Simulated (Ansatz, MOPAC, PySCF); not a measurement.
Species: CNO (charge 0, doublet). SMILES: C([O])#N
Geometry from a B3LYP-D3(BJ)/def2-TZVP (Ansatz, a program for electronic structure) optimisation:
```
C
O 1 1.1754
N 1 1.2216 2 180.00
```
Charge 0, spin multiplicity 2.

Unscaled harmonic wavenumbers (cm⁻¹) in rising order, each level at the stationary point that it reaches from this structure (no distance between atoms moves by over 0.3 Å); the order of modes can differ between levels, and a negative number is imaginary. B3LYP-D3(BJ)/def2-TZVP (PySCF, at the structure above): 513, 596, 1298, 1988.

AM1 (MOPAC): 515, 515, 1458, 1946. Zero-point energy 6.3 against 6.3 kcal/mol; where all levels lie over 400 cm⁻¹, the wavenumbers are on average 0.992 times those of B3LYP-D3(BJ)/def2-TZVP.

PM3 (MOPAC): 471, 471, 1367, 1954. Zero-point energy 6.1 against 6.3 kcal/mol; where all levels lie over 400 cm⁻¹, the wavenumbers are on average 0.936 times those of B3LYP-D3(BJ)/def2-TZVP.

PM7 (MOPAC): 464, 464, 1382, 1814. Zero-point energy 5.9 against 6.3 kcal/mol; where all levels lie over 400 cm⁻¹, the wavenumbers are on average 0.915 times those of B3LYP-D3(BJ)/def2-TZVP.

HF/6-31G* (Ansatz): 555, 630, 1406, 1958. Zero-point energy 6.5 against 6.3 kcal/mol; where all levels lie over 400 cm⁻¹, the wavenumbers are on average 1.052 times those of B3LYP-D3(BJ)/def2-TZVP.
